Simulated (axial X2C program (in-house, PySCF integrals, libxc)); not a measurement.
# Potential curves of HfF⁻, 2c

Calculated with an axial X2C code built on PySCF integrals. Two-component (2c) means X2C with spin–orbit coupling and atomic mean-field two-electron Coulomb and Gaunt terms. Basis: Hf dyall-acv3z [14s15p10d7f4g], F dyall-av3z [7s6p3d2f] (cores contracted in-house); Gaussian nuclei, density fitting, unrestricted open shells. Masses: Hf 179.947 u, F 18.998 u.

State: Ω = 2 (⟨Sz⟩ = -0.96, ⟨Lz⟩ = 2.96 at PBEsol). Energies in kJ/mol from the lowest point of each curve. Fits are polynomials in 1 − R0/R over 0.85 to 1.23 times the lowest point R0.

```tsv
R (Å)	PBEsol	PBE0
1.6556	89.07	97.07
1.7317	33.74	38.83
1.7888	11.56	14.77
1.8459	1.36	2.89
1.9030	0.00	0.00
1.9696	6.38	4.72
2.0362	18.61	15.38
2.1218	39.55	34.45
2.2265	69.10	61.93
2.3788	113.45	103.80
```

The state is a single determinant with fixed occupations, the lowest that a limited PBE0 search found. Density functionals use the spin component along the axis (collinear). The highest occupied level is positive at some bond lengths even in Hartree–Fock (under at least one Hamiltonian), so the basis set holds the extra electron there; where that holds at Re the anion is at best weakly bound and its constants depend on the basis. Without a current term, density functionals place determinants with orbital angular momentum somewhat too high. With several unpaired electrons one determinant need not be a pure state. At some level and bond length an empty orbital lies below a filled one. The determinant is spin-polarised beyond a pure state at some levels (its spin-free form has ⟨S²⟩ too high), which makes Re and μ there less reliable. The lowest spin-free determinant has another configuration (M_S = 1, Λ = 0), so the order of states is uncertain and this need not be the ground state.

(1) What are Re and ωe at the PBEsol level?

(2) What are Re and ωe at the PBE0 level?

Results:

(1) At PBEsol, 2c: Re = 1.884 Å, ωe ≈ 597 cm⁻¹; Be follows as 0.276 cm⁻¹.

(2) At PBE0, 2c: Re = 1.897 Å, ωe ≈ 581 cm⁻¹; Be follows as 0.273 cm⁻¹.
